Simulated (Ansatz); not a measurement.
**Relative stability**

The two ends of one reaction step of BNH₈O₂, singlet (PBE0-D4/def2-TZVP).

A:

```
12
angstrom
B -1.0038 -0.5295 0.2575
O 0.0303 -1.3573 -0.3556
H -1.7619 -0.0618 -0.5691
H -1.5636 -1.0456 1.2061
H 0.4277 1.1273 0.1301
N -0.2251 0.7994 0.8565
H 1.1910 -0.2870 -1.0889
O 1.6432 0.5767 -1.2268
H 0.2541 -2.1140 0.1839
H -0.8860 1.5346 1.0820
H 0.3173 0.5904 1.6886
H 1.5767 0.7668 -2.1642
```

B:

B1  (-1.041, -0.428, 0.407)
O2  (-0.050, -1.297, -0.604)
H3  (-2.001, -0.192, -0.284)
H4  (-1.228, -1.218, 1.307)
H5  (1.019, 0.894, -0.274)
N6  (-0.280, 0.828, 0.794)
H7  (0.699, -0.694, -0.931)
O8  (1.660, 0.526, -0.973)
H9  (0.343, -2.029, -0.122)
H10  (-0.831, 1.666, 0.670)
H11  (0.070, 0.832, 1.742)
H12  (1.638, 1.113, -1.732)
(Å)

Program: Ansatz 0.2.0. Basis: def2-TZVPP. Cores are frozen in the correlated methods. B3LYP uses VWN-RPA correlation.

Question: Which structure is lower at CCSD(T), and by how much? (Judge from chemistry; the value comes from the calculation.)

Answer: Computed: A, by 16.78 kcal/mol (electronic energy, against the other). By their contacts, A is a complex of BNH₆O ([NH3][BH2][OH]) + H₂O and B is a complex of BNH₆O ([NH2][BH2][OH2]) + H₂O.

All methods give the same order:

```tsv
method	E(B) − E(A) (kcal/mol)
SPW92	10.96
PBE-D4	13.89
BLYP-D4	14.98
r2SCAN-D4	15.18
B97M-V	17.47
PBE0-D4	15.31
B3LYP-D4	15.98
r2SCAN0-D4	16.06
BHLYP-D4	17.73
CAM-B3LYP-D4	16.02
wB97X-V	16.39
wB97M-V	16.03
B2PLYP	16.45
PBE-QIDH	16.34
RPA on PBE	16.65
HF	21.55
MP2	16.32
CCSD	17.64
CCSD(T)	16.78
```

The T1 diagnostic stays at or below 0.011.

Labels in which every atom is bracketed show which atoms are joined, not bond orders.

For scale, one of the runs: CCSD(T)/def2-TZVPP, 236 basis functions (an equivalent command: `ansatz run in.yaml --threads 4`). Hardware: 4 CPU threads, shared host. Wall time 93 s; peak host memory 4.7 GiB.
